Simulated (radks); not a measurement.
Problem. All-electron atom: Re XXII in [Kr] 4d10 4f8. All-electron calculation, Dirac Kohn-Sham, PBE, spin-unpolarised, spherical densities, point nucleus; open shells are shared between the two j in proportion to 2j + 1. Program: a radial shooting solver on a logarithmic mesh with Libxc functionals. Some entries of the table are withheld. Estimate them.

orbital,occ.,eigenvalue (hartree),<1/r> (bohr^-1),<r> (bohr)
1s1/2,2,-2651.151,88.81,0.01803
2s1/2,2,-476.8085,21.65,0.07557
2p1/2,2,(1),21.60,0.06246
2p3/2,4,(2),18.04,0.07054
3s1/2,2,-126.6007,7.955,0.1967
3p1/2,2,(3),7.866,0.1868
3p3/2,4,(4),6.946,0.2016
3d3/2,4,-91.60336,6.837,0.1762
3d5/2,6,-89.10411,6.621,0.1808
4s1/2,2,-42.12276,3.431,0.4307
4p1/2,2,-38.42734,3.332,0.4329
4p3/2,4,-35.55148,3.023,0.4620
4d3/2,4,(5),(6),0.4661
4d5/2,6,(7),(8),0.4750
4f5/2,3.42857,-21.17623,2.503,0.4747
4f7/2,4.57143,-21.04813,2.478,0.4787

Solution. 
(1) 2p1/2 eigenvalue (hartree): -457.0946
(2) 2p3/2 eigenvalue (hartree): -404.1768
(3) 3p1/2 eigenvalue (hartree): -117.8249
(4) 3p3/2 eigenvalue (hartree): -106.3063
(5) 4d3/2 eigenvalue (hartree): -29.46245
(6) 4d3/2 <1/r> (bohr^-1): 2.849
(7) 4d5/2 eigenvalue (hartree): -28.90213
(8) 4d5/2 <1/r> (bohr^-1): 2.778
